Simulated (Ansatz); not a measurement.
## Nudged elastic band run: C₂H₉BO

Input file:

```yaml
crystal:
  periodic: [false, false, false]
  atoms:
    - { symbol: B, position_ang: [-0.226721, -0.271861, 0.455182] }
    - { symbol: C, position_ang: [0.162889, 0.318658, 1.894653] }
    - { symbol: H, position_ang: [-0.532507, 0.033604, 2.711467] }
    - { symbol: H, position_ang: [1.187854, 0.063804, 2.22211] }
    - { symbol: H, position_ang: [0.115034, 1.422656, 1.840888] }
    - { symbol: H, position_ang: [0.579357, -0.105333, -0.443924] }
    - { symbol: H, position_ang: [-1.393235, -0.114797, 0.112358] }
    - { symbol: O, position_ang: [-0.13186, -1.960336, 0.665363] }
    - { symbol: C, position_ang: [-0.652757, -2.724663, -0.453116] }
    - { symbol: H, position_ang: [-0.569091, -3.79926, -0.226298] }
    - { symbol: H, position_ang: [-1.694382, -2.435767, -0.669159] }
    - { symbol: H, position_ang: [-0.013671, -2.462232, -1.305822] }
    - { symbol: H, position_ang: [-0.67931, -2.142172, 1.459599] }
basis:
  gaussian: { orbitals: "6-31G*" }
hamiltonian:
  xc: pbe
neb:
  order_check: false
  images: 9
  f_tol: 0.05
  max_iterations: 60
  final_atoms:
    - { symbol: B, position_ang: [-0.35163504, -0.44881971, -1.33479563] }
    - { symbol: C, position_ang: [0.25675181, -0.20944982, 2.84480996] }
    - { symbol: H, position_ang: [-0.33967392, -0.96973395, 3.37233722] }
    - { symbol: H, position_ang: [1.18221285, -0.01731122, 3.40817432] }
    - { symbol: H, position_ang: [-0.32485811, 0.72182221, 2.76921121] }
    - { symbol: H, position_ang: [0.48230967, 0.3749243, -1.61703456] }
    - { symbol: H, position_ang: [-1.52360779, -0.34246404, -1.62896782] }
    - { symbol: O, position_ang: [0.0907152, -1.5332292, -0.65457283] }
    - { symbol: C, position_ang: [-0.79588847, -2.58777424, -0.26336556] }
    - { symbol: H, position_ang: [-0.75292168, -2.69008284, 0.8334488] }
    - { symbol: H, position_ang: [-1.83434728, -2.38171844, -0.57781543] }
    - { symbol: H, position_ang: [-0.44725742, -3.52717989, -0.72334324] }
    - { symbol: H, position_ang: [0.50980017, -0.56668217, 1.83521456] }
  initial_path:
    images:
      - { positions_ang: [[-0.226721, -0.271861, 0.455182], [0.162889, 0.318658, 1.894653], [-0.532507, 0.033604, 2.711467], [1.187854, 0.063804, 2.22211], [0.115034, 1.422656, 1.840888], [0.579357, -0.105333, -0.443924], [-1.393235, -0.114797, 0.112358], [-0.13186, -1.960336, 0.665363], [-0.652757, -2.724663, -0.453116], [-0.569091, -3.79926, -0.226298], [-1.694382, -2.435767, -0.669159], [-0.013671, -2.462232, -1.305822], [-0.67931, -2.142172, 1.459599]] }
      - { positions_ang: [[-0.1991185, -0.21382319, 0.36346481], [0.13150198, 0.25597957, 1.90457304], [-0.61738993, -0.04485613, 2.64108496], [1.11564505, -0.08232239, 2.23184704], [0.13241353, 1.34490013, 1.93522485], [0.6455411, -0.06893415, -0.48459568], [-1.34368057, -0.09824436, -0.01973275], [-0.14484708, -1.88876077, 0.638456], [-0.66671264, -2.71538063, -0.40898748], [-0.46770982, -3.75226793, -0.20660631], [-1.7034279, -2.53466165, -0.50855669], [-0.16643482, -2.44629278, -1.30483929], [-0.56418041, -1.93303471, 1.48196849]] }
      - { positions_ang: [[-0.171516, -0.15578537, 0.27174762], [0.10011496, 0.19330114, 1.91449309], [-0.70227285, -0.12331625, 2.57070291], [1.04343611, -0.22844877, 2.24158408], [0.14979307, 1.26714425, 2.0295617], [0.71172521, -0.03253529, -0.52526735], [-1.29412613, -0.08169173, -0.15182351], [-0.15783417, -1.81718554, 0.611549], [-0.68066828, -2.70609827, -0.36485896], [-0.36632865, -3.70527587, -0.18691461], [-1.7124738, -2.6335563, -0.34795438], [-0.31919865, -2.43035357, -1.30385657], [-0.44905083, -1.72389743, 1.50433797]] }
      - { positions_ang: [[-0.14391349, -0.09774756, 0.18003044], [0.06872795, 0.13062271, 1.92441313], [-0.78715578, -0.20177638, 2.50032087], [0.97122716, -0.37457516, 2.25132112], [0.1671726, 1.18938838, 2.12389856], [0.77790931, 0.00386356, -0.56593903], [-1.2445717, -0.06513909, -0.28391426], [-0.17082125, -1.74561031, 0.584642], [-0.69462392, -2.6968159, -0.32073044], [-0.26494747, -3.6582838, -0.16722292], [-1.7215197, -2.73245095, -0.18735207], [-0.47196247, -2.41441435, -1.30287386], [-0.33392124, -1.51476014, 1.52670746]] }
      - { positions_ang: [[-0.11631099, -0.03970974, 0.08831325], [0.03734093, 0.06794428, 1.93433318], [-0.87203871, -0.28023651, 2.42993882], [0.89901821, -0.52070154, 2.26105816], [0.18455214, 1.1116325, 2.21823541], [0.84409341, 0.04026241, -0.6066107], [-1.19501727, -0.04858645, -0.41600501], [-0.18380834, -1.67403508, 0.557735], [-0.70857955, -2.68753354, -0.27660192], [-0.16356629, -3.61129174, -0.14753122], [-1.7305656, -2.8313456, -0.02674976], [-0.62472629, -2.39847513, -1.30189114], [-0.21879165, -1.30562286, 1.54907694]] }
      - { positions_ang: [[-0.08870849, 0.01832807, -0.00340394], [0.00595391, 0.00526585, 1.94425322], [-0.95692163, -0.35869663, 2.35955678], [0.82680927, -0.66682793, 2.2707952], [0.20193167, 1.03387663, 2.31257226], [0.91027752, 0.07666126, -0.64728238], [-1.14546284, -0.03203382, -0.54809577], [-0.19679542, -1.60245985, 0.530828], [-0.72253519, -2.67825117, -0.2324734], [-0.06218512, -3.56429967, -0.12783953], [-1.73961149, -2.93024025, 0.13385255], [-0.77749011, -2.38253591, -1.30090843], [-0.10366206, -1.09648557, 1.57144643]] }
      - { positions_ang: [[-0.1412938, -0.07510149, -0.26968228], [0.05611349, -0.03767729, 2.12436457], [-0.83347209, -0.4809041, 2.56211287], [0.89788998, -0.53692459, 2.49827102], [0.09657371, 0.97146574, 2.40390005], [0.82468395, 0.13631387, -0.84123282], [-1.22109183, -0.09411986, -0.76427018], [-0.1392933, -1.58861372, 0.29374784], [-0.73720585, -2.66015578, -0.23865183], [-0.20033243, -3.38945631, 0.06441814], [-1.75855865, -2.82053589, -0.00848105], [-0.71144357, -2.61146471, -1.18539539], [0.01903038, -0.99052489, 1.62420005]] }
      - { positions_ang: [[-0.19387911, -0.16853104, -0.53596062], [0.10627307, -0.08062042, 2.30447592], [-0.71002255, -0.60311156, 2.76466895], [0.9689707, -0.40702124, 2.72574685], [-0.00878424, 0.90905486, 2.49522784], [0.73909038, 0.19596648, -1.03518325], [-1.29672082, -0.15620591, -0.98044459], [-0.08179117, -1.57476759, 0.05666767], [-0.7518765, -2.6420604, -0.24483026], [-0.33847974, -3.21461294, 0.2566758], [-1.77750581, -2.71083152, -0.15081464], [-0.64539704, -2.8403935, -1.06988235], [0.14172283, -0.88456421, 1.67695368]] }
      - { positions_ang: [[-0.24646442, -0.2619606, -0.80223895], [0.15643265, -0.12356355, 2.48458727], [-0.58657301, -0.72531902, 2.96722504], [1.04005142, -0.2771179, 2.95322267], [-0.1141422, 0.84664398, 2.58655563], [0.65349681, 0.25561908, -1.22913369], [-1.37234981, -0.21829195, -1.196619], [-0.02428905, -1.56092146, -0.18041249], [-0.76654716, -2.62396501, -0.2510087], [-0.47662705, -3.03976957, 0.44893347], [-1.79645297, -2.60112716, -0.29314824], [-0.5793505, -3.0693223, -0.95436932], [0.26441528, -0.77860353, 1.72970731]] }
      - { positions_ang: [[-0.29904973, -0.35539015, -1.06851729], [0.20659223, -0.16650669, 2.66469861], [-0.46312346, -0.84752648, 3.16978113], [1.11113213, -0.14721456, 3.1806985], [-0.21950015, 0.78423309, 2.67788342], [0.56790324, 0.31527169, -1.42308412], [-1.4479788, -0.28037799, -1.41279341], [0.03321307, -1.54707533, -0.41749266], [-0.78121781, -2.60586962, -0.25718713], [-0.61477437, -2.86492621, 0.64119113], [-1.81540012, -2.4914228, -0.43548183], [-0.51330396, -3.2982511, -0.83885628], [0.38710773, -0.67264285, 1.78246093]] }
      - { positions_ang: [[-0.35163504, -0.44881971, -1.33479563], [0.25675181, -0.20944982, 2.84480996], [-0.33967392, -0.96973395, 3.37233722], [1.18221285, -0.01731122, 3.40817432], [-0.32485811, 0.72182221, 2.76921121], [0.48230967, 0.3749243, -1.61703456], [-1.52360779, -0.34246404, -1.62896782], [0.0907152, -1.5332292, -0.65457283], [-0.79588847, -2.58777424, -0.26336556], [-0.75292168, -2.69008284, 0.8334488], [-1.83434728, -2.38171844, -0.57781543], [-0.44725742, -3.52717989, -0.72334324], [0.50980017, -0.56668217, 1.83521456]] }
```

Run as:

```bash
$ ansatz run input.yaml --threads 1 --pin off --max-ram 2048MiB --backend cpu --events-out ev --progress --plain --runs-dir out
```

Output, in part (warnings, iteration lines, the closing report on the highest movable image, with atoms numbered from 0):

```
NEB end point (image 0): max|allowed force component| = 1.204e-2 eV/Å (the criterion of neb.relax_end_points is 1.000e-2)
NEB end point (image 10): max|allowed force component| = 7.691e-3 eV/Å (the criterion of neb.relax_end_points is 1.000e-2)
NEB iter   1: max|band force component| = 1.657e1 eV/Å  barrier→ = 6.3902 eV  barrier← = 7.5134 eV  Δτ_max = 0.2000 Å  (289 SCF iters)
NEB iter   2: max|band force component| = 4.294e0 eV/Å  barrier→ = 2.3743 eV  barrier← = 3.4974 eV  Δτ_max = 0.2000 Å  (281 SCF iters)
NEB iter   3: max|band force component| = 1.897e0 eV/Å  barrier→ = 2.2599 eV  barrier← = 3.3830 eV  Δτ_max = 0.2000 Å  (277 SCF iters)
NEB iter   4: max|band force component| = 3.717e0 eV/Å  barrier→ = 1.8222 eV  barrier← = 2.9453 eV  Δτ_max = 0.1084 Å  (265 SCF iters)
NEB iter   5: max|band force component| = 3.932e0 eV/Å  barrier→ = 1.3943 eV  barrier← = 2.5175 eV  Δτ_max = 0.0502 Å  (259 SCF iters)
NEB iter   6: max|band force component| = 3.220e0 eV/Å  barrier→ = 1.2611 eV  barrier← = 2.3843 eV  Δτ_max = 0.1005 Å  (249 SCF iters)
NEB iter   7: max|band force component| = 2.109e0 eV/Å  barrier→ = 1.0528 eV  barrier← = 2.1759 eV  Δτ_max = 0.2000 Å  (250 SCF iters)
NEB iter   8: max|band force component| = 2.174e0 eV/Å  barrier→ = 1.1073 eV  barrier← = 2.2304 eV  Δτ_max = 0.1981 Å  (263 SCF iters)
NEB iter   9: max|band force component| = 1.538e0 eV/Å  barrier→ = 1.0375 eV  barrier← = 2.1606 eV  Δτ_max = 0.2000 Å  (258 SCF iters)
NEB iter  10: max|band force component| = 6.841e-1 eV/Å  barrier→ = 1.0646 eV  barrier← = 2.1878 eV  Δτ_max = 0.2000 Å  (254 SCF iters)
NEB iter  11: max|band force component| = 1.618e0 eV/Å  barrier→ = 1.0881 eV  barrier← = 2.2112 eV  Δτ_max = 0.1007 Å  (254 SCF iters)
NEB iter  12: max|band force component| = 3.599e-1 eV/Å  barrier→ = 1.0515 eV  barrier← = 2.1747 eV  CI = image 4  Δτ_max = 0.1992 Å  (248 SCF iters)
NEB iter  13: max|band force component| = 5.175e-1 eV/Å  barrier→ = 1.0146 eV  barrier← = 2.1377 eV  CI = image 4  Δτ_max = 0.0999 Å  (247 SCF iters)
NEB iter  14: max|band force component| = 1.211e-1 eV/Å  barrier→ = 0.9978 eV  barrier← = 2.1210 eV  CI = image 4  Δτ_max = 0.1976 Å  (249 SCF iters)
NEB iter  15: max|band force component| = 1.390e-1 eV/Å  barrier→ = 0.9669 eV  barrier← = 2.0900 eV  CI = image 4  Δτ_max = 0.1001 Å  (247 SCF iters)
NEB iter  16: max|band force component| = 1.942e-1 eV/Å  barrier→ = 0.9540 eV  barrier← = 2.0772 eV  CI = image 4  Δτ_max = 0.0500 Å  (245 SCF iters)
NEB iter  17: max|band force component| = 1.458e-1 eV/Å  barrier→ = 0.9477 eV  barrier← = 2.0709 eV  CI = image 4  Δτ_max = 0.0999 Å  (243 SCF iters)
NEB iter  18: max|band force component| = 8.156e-2 eV/Å  barrier→ = 0.9408 eV  barrier← = 2.0639 eV  CI = image 4  Δτ_max = 0.1005 Å  (247 SCF iters)
NEB iter  19: max|band force component| = 3.857e-1 eV/Å  barrier→ = 0.9395 eV  barrier← = 2.0626 eV  CI = image 4  Δτ_max = 0.0501 Å  (240 SCF iters)
NEB iter  20: max|band force component| = 2.242e-1 eV/Å  barrier→ = 0.9391 eV  barrier← = 2.0622 eV  CI = image 4  Δτ_max = 0.0455 Å  (246 SCF iters)
NEB iter  21: max|band force component| = 1.117e-1 eV/Å  barrier→ = 0.9390 eV  barrier← = 2.0621 eV  CI = image 4  Δτ_max = 0.0379 Å  (248 SCF iters)
NEB iter  22: max|band force component| = 1.498e-2 eV/Å  barrier→ = 0.9389 eV  barrier← = 2.0621 eV  CI = image 4  Δτ_max = 0.0000 Å  (479 SCF iters)
Total energy: -4935.71658225 eV, -181.3842388487 hartree
Atom 0 at     0.011403    -0.284536     0.147467 Å, force    -0.000936    -0.001621     0.004047 eV/Å
Atom 1 at    -0.076451    -0.083031     1.922601 Å, force     0.005340    -0.002205     0.000411 eV/Å
Atom 2 at    -0.941006    -0.467574     2.491816 Å, force     0.000088     0.000342    -0.001538 eV/Å
Atom 3 at     0.838809    -0.144798     2.536810 Å, force    -0.001241     0.001192     0.000594 eV/Å
Atom 4 at    -0.264721     0.992921     1.763178 Å, force     0.000025     0.000347    -0.002122 eV/Å
Atom 5 at     0.955599     0.357923    -0.241825 Å, force    -0.000229     0.000671    -0.000686 eV/Å
Atom 6 at    -1.091222    -0.049083    -0.290762 Å, force    -0.000463     0.000275     0.000320 eV/Å
Atom 7 at     0.355867    -1.837406     0.096968 Å, force    -0.007530     0.001505    -0.001211 eV/Å
Atom 8 at    -0.743992    -2.683707    -0.265527 Å, force     0.003806    -0.000569     0.001180 eV/Å
Atom 9 at    -0.428221    -3.731044    -0.129149 Å, force    -0.000390    -0.000120    -0.000019 eV/Å
Atom 10 at    -1.640386    -2.486260     0.353349 Å, force     0.000394     0.001004    -0.001012 eV/Å
Atom 11 at    -1.006540    -2.510664    -1.323488 Å, force     0.001701    -0.000144    -0.000898 eV/Å
Atom 12 at     0.182462    -1.250439     1.201863 Å, force    -0.000566    -0.000676     0.000934 eV/Å
Dipole moment:    -0.238889    -0.225009     0.288077 e Å
```

The run converged. Neighbouring images differ by up to 1.6 eV, so the band resolves the path poorly. A vibrational analysis at the climbing image gives one clearly imaginary mode, 1207i cm⁻¹: a first-order saddle point. The orbitals stay closed-shell, which can raise the energy where a bond breaks towards radicals; this wasn't checked here.

Final band (atoms are numbered from 1 in the order of the input):

```csv
image,path coordinate (Å),energy (kJ/mol),B1–C2 (Å),O8–H13 (Å),C2–H13 (Å)
0,0.00,0.0,1.60,0.98,2.64
1,0.80,1.9,1.61,0.98,2.48
2,1.60,5.2,1.61,0.98,2.40
3,2.41,11.6,1.62,0.98,2.15
4,3.21,90.6,1.79,1.26,1.40
5,4.18,-63.3,2.52,2.01,1.10
6,5.15,-100.1,3.10,2.60,1.10
7,6.13,-106.1,3.46,2.98,1.10
8,7.10,-107.1,3.71,2.92,1.10
9,8.07,-107.9,4.02,2.74,1.10
10,9.04,-108.4,4.23,2.70,1.10
```

Time of the run: 8.9 min on 1 thread of Arm Neoverse V1, on a shared host, peak memory 0.12 GiB.
